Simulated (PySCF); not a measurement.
# C₆ coefficients of unlike pairs at B3LYP

Calculated with PySCF 2.14 from the dipole response of each species, C₆(A,B) = (3/π) ∫ α_A(iu) α_B(iu) du, in atomic units, from isotropic polarisabilities. For ions this is the dispersion term alone; charge-induced terms of lower order in 1/R come first.

```
species       configuration                                    basis      relativity  α (bohr³)  C₆ (like pair)
      F   [He] 2s2 2p5 (2P)                   def2-TZVPPD (6s4p3d1f)            none      3.877           10.38
   Ti²⁺       [Ar] 3d2 (3F)                aug-cc-pVDZ-DK (7s6p4d2f)   spin-free X2C      4.608           13.13
    In⁺  [Kr] 4d10 5s2 (1S)  aug-cc-pVTZ-PP with ECP28MDF (6s5p4d2f)  core potential      23.67           153.6
   Co³⁺       [Ar] 3d6 (5D)                   aug-cc-pVDZ (7s6p4d2f)            none      1.781           4.161
```

Problem. Estimate C₆ for Co³⁺ with In⁺.

Solution. The integral gives 20.20. The combination rule 2 C_A C_B / (C_A α_B/α_A + C_B α_A/α_B) gives 19.12 and the geometric mean 25.28.

No spin-orbit coupling is included.

The other pairs:

| pair | C₆ |
| --- | --- |
| Ti²⁺, F | 11.66 |
| In⁺, Ti²⁺ | 41.50 |
| Co³⁺, F | 6.283 |
| Co³⁺, Ti²⁺ | 7.101 |
| In⁺, F | 36.91 |
